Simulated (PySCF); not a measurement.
**Bond curve of RbO**

Set-up: PySCF, scalar-relativistic core potentials, basis sets Rb def2-SVP with ECP28, O def2-SVP. Energies in eV from Rb + O in their ground configurations at the same level. State: ²Π (doublet), unpaired electrons π ↑.

All columns are PBE0. A positive dipole means Rb(−)O(+).

```json
{"R (Å)": "2.127", "E (eV)": "-1.734", "μ (D)": "-7.20", "Mulliken charge on Rb (basis-dependent)": "0.58", "HOMO (eV)": "-4.20", "LUMO (eV)": "-1.00", "Mayer bond order": "0.73", "⟨S²⟩": "0.75"}
{"R (Å)": "2.226", "E (eV)": "-2.075", "μ (D)": "-7.70", "Mulliken charge on Rb (basis-dependent)": "0.59", "HOMO (eV)": "-4.17", "LUMO (eV)": "-1.07", "Mayer bond order": "0.73", "⟨S²⟩": "0.76"}
{"R (Å)": "2.325", "E (eV)": "-2.256", "μ (D)": "-8.15", "Mulliken charge on Rb (basis-dependent)": "0.60", "HOMO (eV)": "-4.11", "LUMO (eV)": "-1.14", "Mayer bond order": "0.73", "⟨S²⟩": "0.76"}
{"R (Å)": "2.399", "E (eV)": "-2.318", "μ (D)": "-8.46", "Mulliken charge on Rb (basis-dependent)": "0.60", "HOMO (eV)": "-4.06", "LUMO (eV)": "-1.20", "Mayer bond order": "0.73", "⟨S²⟩": "0.76"}
{"R (Å)": "2.473", "E (eV)": "-2.332", "μ (D)": "-8.74", "Mulliken charge on Rb (basis-dependent)": "0.60", "HOMO (eV)": "-3.95", "LUMO (eV)": "-1.25", "Mayer bond order": "0.73", "⟨S²⟩": "0.76"}
{"R (Å)": "2.547", "E (eV)": "-2.313", "μ (D)": "-9.00", "Mulliken charge on Rb (basis-dependent)": "0.60", "HOMO (eV)": "-3.85", "LUMO (eV)": "-1.29", "Mayer bond order": "0.73", "⟨S²⟩": "0.76"}
{"R (Å)": "2.646", "E (eV)": "-2.247", "μ (D)": "-9.31", "Mulliken charge on Rb (basis-dependent)": "0.60", "HOMO (eV)": "-3.74", "LUMO (eV)": "-1.36", "Mayer bond order": "0.73", "⟨S²⟩": "0.77"}
{"R (Å)": "2.770", "E (eV)": "-2.125", "μ (D)": "-9.63", "Mulliken charge on Rb (basis-dependent)": "0.59", "HOMO (eV)": "-3.64", "LUMO (eV)": "-1.43", "Mayer bond order": "0.74", "⟨S²⟩": "0.77"}
{"R (Å)": "2.918", "E (eV)": "-1.945", "μ (D)": "-9.88", "Mulliken charge on Rb (basis-dependent)": "0.58", "HOMO (eV)": "-3.57", "LUMO (eV)": "-1.51", "Mayer bond order": "0.74", "⟨S²⟩": "0.79"}
{"R (Å)": "3.116", "E (eV)": "-1.687", "μ (D)": "-9.87", "Mulliken charge on Rb (basis-dependent)": "0.56", "HOMO (eV)": "-3.40", "LUMO (eV)": "-1.59", "Mayer bond order": "0.75", "⟨S²⟩": "0.85"}
```

A fit through these points gives, at Re = 2.464 Å, μ = -8.71 D and dμ/dR = -3.69 D/Å; the reduced mass is 13.46 u.

Task: How strong is the fundamental in the double-harmonic approximation, I = 42.26·(dμ/dR)²/μred km/mol?

Result: I = 42.26·(-3.69)²/13.46 = 42.8 km/mol at PBE0.

Spin–orbit coupling is left out. The state was picked by a PBE0 search and need not be the measured ground state.
